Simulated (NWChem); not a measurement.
System: TaClF4; SMILES [F][Ta]([F])([F])([Cl])[F]

No frequency run checked for a minimum. def2 effective core potentials on Ta; no spin-orbit coupling.

Give the equilibrium geometry at PBE0/def2-SVP with def2 effective core potentials on Ta (NWChem) as a list of bonds and angles, with the point group.

point group C4v; any orientation.
Bond lengths (Å): Ta1–F2 1.868, Ta1–F3 1.869, Ta1–F4 1.869, Ta1–F5 1.868, Ta1–Cl6 2.265. Bond angles (°): F2–Ta1–F3 85.2, F2–Ta1–F4 85.2, F2–Ta1–F5 145.7, F2–Ta1–Cl6 107.1, F3–Ta1–F4 146.8, F3–Ta1–F5 85.2, F3–Ta1–Cl6 106.6, F4–Ta1–F5 85.2, F4–Ta1–Cl6 106.6, F5–Ta1–Cl6 107.1.
